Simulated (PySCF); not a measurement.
Excitation energies in several basis sets

Species: C3H8O2Si.
Z-matrix (Å and degrees, PBE0-D3(BJ)/def2-SVP geometry), rows numbered from 1:
```
C 
C   1  1.3310
O   2  1.3570  1  122.50
C   3  1.3978  2  116.17  1   169.96
O   4  1.3838  3  112.51  2   -73.53
Si  5  1.6821  4  122.50  3   -51.71
H   1  1.0899  2  119.84  3   178.09
H   1  1.0919  2  121.00  3    -1.44
H   2  1.0979  1  122.41  3  -179.33
H   4  1.1039  3  105.11  2   164.79
H   4  1.1051  3  110.52  2    46.71
H   6  1.4906  5  111.80  4    76.88
H   6  1.4955  5  109.60  4   -44.85
H   6  1.4872  5  105.38  4  -163.82
```

TDDFT with PBE0 (PySCF), vertical singlets, core orbitals frozen in the response, spherical d and f functions. Isolated species at its PBE0-D3(BJ)/def2-SVP geometry (one conformer only).

Q: How do the low singlets change with the basis? Take 6-31G*, def2-SVP, 6-31+G*, def2-SVPD, aug-cc-pVDZ and def2-TZVP.

A: 

```tsv
basis	functions	diffuse	S1 (eV)	S2 (eV)	S3 (eV)	S4 (eV)	S5 (eV)	LUMO (eV)	α (au)
6-31G*	104	no	6.39	7.35	7.52	7.90	8.13	0.73	58.4
def2-SVP	128	no	6.69	7.21	7.66	7.73	7.97	0.74	62.2
6-31+G*	128	yes	6.04	6.30	6.65	6.74	6.80	0.08	68.2
def2-SVPD	194	yes	6.27	6.65	6.91	7.13	7.25	0.26	73.8
aug-cc-pVDZ	214	yes	5.88	6.14	6.36	6.41	6.59	-0.06	75.7
def2-TZVP	240	no	6.28	6.84	7.34	7.39	7.52	0.31	70.4
```

States are compared by their number. Against the largest diffuse basis here (aug-cc-pVDZ, itself not a converged limit), sets without diffuse functions differ by up to 0.81 eV in S1 and 1.54 eV in S5; the smaller diffuse sets differ by up to 0.39 and 0.66 eV. State by state, the largest deviation of a set without diffuse functions is S1 0.81, S2 1.21, S3 1.30, S4 1.48, S5 1.54 eV. The same number needn't mean the same state in each row. Against aug-cc-pVDZ the polarisability deviates by -23% in 6-31G*, -18% in def2-SVP, -10% in 6-31+G*, -3% in def2-SVPD, -7% in def2-TZVP. A single + in a Pople set puts diffuse functions on heavy atoms only.
